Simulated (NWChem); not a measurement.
## Basis-set convergence for sulfur difluoride (F$_{2}$S)

SMILES: FSF
```xyz
3

F      1.2400     0.0000    -0.4940
S      0.0000     0.0000     0.5558
F     -1.2400     0.0000    -0.4940
```
Charge 0, spin multiplicity 1.

Program: NWChem. Structure: optimised with B3LYP/def2-SVP, a minimum by its harmonic frequencies.

Quantity: LUMO energy at the level PBE0.

The Pople sets run with spherical d functions.

```
basis        functions  LUMO energy (eV)
-----------  ---------  ----------------
STO-3G              19              4.78
3-21G               31             -1.01
cc-pVDZ             46             -1.55
6-31G*              46             -1.52
def2-SVP            46             -1.57
6-311G**            62             -1.95
aug-pcseg-1         73             -2.13
cc-pVTZ             94             -1.80
def2-TZVPP         104             -1.93
def2-QZVP          184             -2.01
```

Smallest basis within 0.2 eV of def2-QZVP, the largest set run: 6-311G**, with 62 functions against 184 (also within reach: aug-pcseg-1, def2-TZVPP). def2-QZVP isn't the basis-set limit itself, and a small set can land close by cancellation.
